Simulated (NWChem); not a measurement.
A series in which one site is exchanged, each optimised at B3LYP/6-31G* with NWChem, gas phase unless a solvent is named. Pople sets run with spherical d functions. This build's default masses of Se (78.918 u) and Br (79.917 u) are each other's, which moves their modes by up to 0.6 %.

A: C=C=C(F)F (C$_{3}$H$_{2}$F$_{2}$; site = F)
B: C=C=C(F)Br (C3H2BrF; site = Br)
C: C=C=C(F)Cl (C₃H₂ClF; site = Cl)
D: FC=C=C (C$_{3}$H$_{3}$F; site = H)

Values for A:

| Item | Result |
|---|---|
| dipole (D), B3LYP/6-31G* | 1.74 |
| orbital gap (eV), B3LYP/6-31G* | 6.11 |
| vertical ionisation energy, ΔSCF, B3LYP/def2-SVP (eV) | 9.86 |
| lowest singlet excitation, B3LYP/def2-SVPD, TDA (eV) | 4.47 |
| SMD solvation free energy in n-hexane, B3LYP/6-31G* (kcal/mol) | -0.9 |

How do these values change for the other members?


```
change from A                                                       B      C      D
--------------------------------------------------------------  -----  -----  -----
dipole (D), B3LYP/6-31G*                                        +0.24  +0.26  -0.15
orbital gap (eV), B3LYP/6-31G*                                  -0.58  -0.23  +0.39
vertical ionisation energy, ΔSCF, B3LYP/def2-SVP (eV)           -0.47  -0.32   0.00
lowest singlet excitation, B3LYP/def2-SVPD, TDA (eV)            -0.37  -0.15  +0.35
SMD solvation free energy in n-hexane, B3LYP/6-31G* (kcal/mol)   -2.1   -1.3   -0.8
```
